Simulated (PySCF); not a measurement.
Assignment exercise: C4H7NSi

Cartesian coordinates in Å; atom numbers follow the order of the lines, from 1:
```xyz
13

N    -0.152    2.269    1.792
C    -0.119    1.367    1.085
C    -0.044    0.259    0.209
Si    1.708   -0.138   -0.409
C    -1.234    0.044   -0.701
C    -1.030   -0.862    0.460
H     2.214    1.023   -1.140
H     2.541   -0.457    0.748
H     1.576   -1.296   -1.296
H    -2.039    0.764   -0.657
H    -1.040   -0.333   -1.694
H    -0.693   -1.872    0.277
H    -1.693   -0.769    1.308
```

PySCF 2.14 calculation with shielding tensors at PBE0/pcSseg-1 (GIAO) and geometry from GFN2-xTB; one computed conformer, equivalent nuclei averaged, non-relativistic Hamiltonian, in vacuum.

Scale: TMS for 13C (186.93 ppm), 1H (31.72 ppm) (reference shieldings calculated alike).

Question: Assign these signals to the numbered atoms. 13C{1H} NMR (computed): δ 128.0, 15.4, -10.3.

Answer: 
| δ (ppm) | atoms | environment | reason |
| --- | --- | --- | --- |
| 128.0 | C2 | nitrile carbon | C≡N carbons fall here, among the sp2 signals but without a proton |
| 15.4 | C5/C6 | three-membered-ring carbon | carbons of three-membered rings are unusually shielded |
| -10.3 | C3 | three-membered-ring carbon | – |

Question: Assign these signals to the numbered atoms. 1H NMR (400 MHz, computed): δ 4.03 (s, 3H), 1.24 (m, 2H), 0.81 (m, 2H).

Answer: 
4.03 → H7/H8/H9, hydrogen on a silicon bonded to C
1.24 → H10/H13, hydrogen on a three-membered-ring carbon: cyclopropane-type protons are shielded by the ring
0.81 → H11/H12, hydrogen on a three-membered-ring carbon

Shifts are as computed. Against solution values, carbons near 30 ppm lie about +3 ppm off and those near 130 ppm about +5 ppm (rms about the fit 2.1 ppm; single classes can miss by 10 ppm). Of 1328 compounds with measured shifts, 309 miss one by over three times the rms of a fit or turn the order of signals round; such compounds aren't used in these exercises. Signals without a measured value on file couldn't be tested in this way; 1H shifts scatter by 0.2 ppm about their fit, and single ones miss by 0.5 ppm. No couplings were computed; multiplicities are counted from neighbouring protons, with m where these are inequivalent, close in shift, in a saturated or five-membered ring or joined by F or P, and br s for small geminal =CH2 splittings.
